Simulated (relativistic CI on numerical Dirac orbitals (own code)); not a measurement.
V⁴⁺ in a cubic cluster: 3p photoemission with charge transfer

Computed with a charge-transfer multiplet model of a cubic metal-ligand cluster with up to 2 ligand holes, Slater and spin-orbit integrals from Dirac-Coulomb-Breit ions, Slater integrals scaled by 0.8. The ground state mixes d1 with configurations of k ligand holes L, whose averages lie at kΔ + k(k − 1)U_dd/2; a core hole lowers each added d electron by U_cd. 300 K, Lorentzian 0.9 eV and Gaussian 0.8 eV FWHM.

Atomic integrals in eV (Slater integrals scaled, ζ unscaled), ground: F2dd 8.057, F4dd 5.049, zeta_d 0.029; with the core hole: F2dd 8.057, F4dd 5.049, zeta_d 0.033, zeta_core 0.604, F2cd 9.897, G1cd 12.128, G3cd 7.527. Where a configuration has fewer than two d electrons, the dd integrals are those of d2.

Cluster parameters (eV): Δ = 1.8, U_dd = 5.7, 10Dq = 0.85, 10Dq(ligand) = 1.2, V(eg) = 3.15, V(t2g) = -1.5, final-state hopping factor = 0.9.

| Case | n_d | d1 | d2L | d3L2 | S |
| --- | --- | --- | --- | --- | --- |
| U_cd = 6.1 eV | 1.82 | 0.33 | 0.53 | 0.14 | 0.50 |
| U_cd = 6.7 eV | 1.82 | 0.33 | 0.53 | 0.14 | 0.50 |
| U_cd = 8.5 eV | 1.82 | 0.33 | 0.53 | 0.14 | 0.50 |

Weights, n_d and S are thermal averages at 300 K. Binding energies count from the first peak over 30 % of the highest in each spectrum, which can be another peak from case to case. The parameters are a model scan and need not match a compound or its usual spin state. Peaks in eV (height, largest 100):
- U_cd = 6.1 eV: 0.0 (100), 2.4 (82), 13.9 (23), 18.4 (7)
- U_cd = 6.7 eV: 0.0 (100), 2.4 (81), 14.0 (25), 18.4 (8)
- U_cd = 8.5 eV: 0.0 (100), 2.2 (80), 14.1 (29)

Curve for U_cd = 8.5 eV (points under 2 left out, the grid thinned):

E (eV), Intensity and a bar:
```
     -4.1        3.1 
     -3.4        4.4 #
     -2.7        6.8 #
     -2.0       12.5 ###
     -1.3       32.2 #########
     -0.6       81.8 ########################
      0.1       99.8 ##############################
      0.8       91.7 ############################
      1.5       75.9 #######################
      2.2       79.7 ########################
      2.9       70.3 #####################
      3.7       43.5 #############
      4.4       31.0 #########
      5.1       25.7 #######
      5.8       21.8 ######
      6.5       19.6 #####
      7.2       16.4 ####
      7.9       13.9 ####
      8.6       10.8 ###
      9.3        8.4 ##
     10.0        7.4 ##
     10.7        8.2 ##
     11.4       10.9 ###
     12.1       14.3 ####
     12.8       19.5 #####
     13.5       26.5 #######
     14.2       28.9 ########
     14.9       26.7 ########
     15.6       22.1 ######
     16.3       17.2 #####
     17.0       14.1 ####
     17.7       12.9 ###
     18.4       11.4 ###
     19.1        8.5 ##
     19.9        6.6 #
     20.6        5.9 #
     21.3        4.6 #
     22.0        4.0 #
     22.7        3.8 #
     23.4        3.6 
     24.1        3.4 
     24.8        2.8 
     25.5        2.9 
     26.2        2.9 
     26.9        2.1
```

For the case U_cd = 6.7 eV, Δ = 1.8 eV is smaller than U_dd = 5.7 eV, the charge-transfer side of the Zaanen-Sawatzky-Allen scheme. With the core hole the configuration with one ligand hole lies at Δ − U_cd = -4.3, -4.9, -6.7 eV from the one without, in the order of the table; where this is negative the screened configuration lies lower, though the effective hopping of about 6.0 eV (from the holes of the mixed ground state) mixes the two strongly wherever it is as large as the gap.

With at most 2 ligand holes the space is cut while the next configuration still counts, so covalency is underestimated, and a final configuration with one more ligand hole, which can lie low, is missing from the spectra.
